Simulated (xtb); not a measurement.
O3W, singlet, at a GFN2-xTB geometry (such geometries of metal compounds can be far from the true shape). Base run: GFN2-xTB (xtb).

Input for xtb:
```
$ xtb mol.xyz --gfn 2 --json

# file mol.xyz
4

W      0.00000000    -0.00000000     0.00000000
O      1.55326011    -0.32437699    -0.69267094
O     -0.50238238    -0.83765245     1.42953865
O     -1.05087773     1.16202943    -0.73686771
```

Each row names what was changed in the base input (with any setting that the change needs).

| change | ΔE vs base (kcal/mol) | HOMO-LUMO gap (eV) | G_solv (kcal/mol) | SCF cycles |
|---|---|---|---|---|
| base | 0.000 | 1.90 | - | 65 |
| gbsa = thf | 9.72 | 1.93 | 9.72 | 68 |
| etemp = 10000 | -49.46 | 1.94 | - | 39 |
| etemp = 1000 | 0.000 | 1.90 | - | 61 |
| alpb = acetone | 0.242 | 1.95 | 0.23 | 62 |
| alpb = dmso | 1.65 | 1.96 | 1.62 | 63 |
| file = coord | 0.000 | 1.90 | - | 65 |
| alpb = methanol | 5.41 | 1.98 | 5.38 | 76 |
| acc = 30 | 0.000 | 1.90 | - | 60 |

ALPB and GBSA are two models with their own fitted parameters for each solvent, which aren't always the measured dielectric constant.
